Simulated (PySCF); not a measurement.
One molecule, one basis, several functionals.

Compound: FH5SeSi2.
Structure used (PBE0-D3(BJ)/def2-SVP), in Å, numbered top down from 1:
```xyz
9
FH5SeSi2 angstrom
F      1.5292    1.6462   -0.5922
Si     1.7939    0.1447   -0.0297
Se     0.2088   -1.2781   -0.7839
Si    -1.5522   -0.1322    0.1414
H      3.0918   -0.3514   -0.5565
H      1.7788    0.2442    1.4536
H     -2.0373    0.9346   -0.7786
H     -2.6362   -1.1282    0.3737
H     -1.1165    0.4761    1.4330
```

PySCF, pcSseg-2 basis, density fitting, gas phase, PBE0-D3(BJ)/def2-SVP geometry. One functional is left out:

| functional | exact exchange (%) | HOMO energy (eV) | LUMO energy (eV) | dipole moment (D) |
| --- | --- | --- | --- | --- |
| B97-D | 0 | -6.27 | -1.20 | 1.066 |
| BLYP | 0 | -6.15 | -1.20 | 1.082 |
| BP86 | 0 | -6.42 | -1.38 | 1.075 |
| LDA | 0 | -6.45 | -1.57 | 1.146 |
| OPBE | 0 | -6.35 | -1.18 | 1.050 |
| PBE | 0 | -6.33 | -1.34 | 1.078 |
| B3LYP | 20 | -7.20 | -0.71 | 1.151 |
| PBE0 | 25 | -7.44 | -0.50 | 1.158 |
| mPW1PW91 | 25 | -7.46 | -0.50 | 1.156 |
| BHandHLYP | 50 | -8.39 | 0.36 | 1.230 |

**Question.** Predict the row of B97-2 (21 % exact exchange) by straight lines through the other rows, and check it.

**Answer.** 
| property | line | computed | computed − line | B3LYP (20 %), for comparison |
| --- | --- | --- | --- | --- |
| HOMO energy (eV) | -7.23 | -7.19 | +0.04 | -7.20 |
| LUMO energy (eV) | -0.62 | -0.49 | +0.13 | -0.71 |
| dipole moment (D) | 1.146 | 1.140 | -0.006 | 1.151 |

**Question.** Which of these properties follows the share of exact exchange most closely, and which least?

**Answer.** Most closely the HOMO energy, least the dipole moment; the correlations over the tabulated rows are HOMO energy -0.993, LUMO energy 0.981, dipole moment 0.902. The HOMO energy moves by -0.422 eV for every 10 %. Functionals with the same share still differ in their other parts: at 0 % BLYP and LDA differ by 0.30 eV in it.
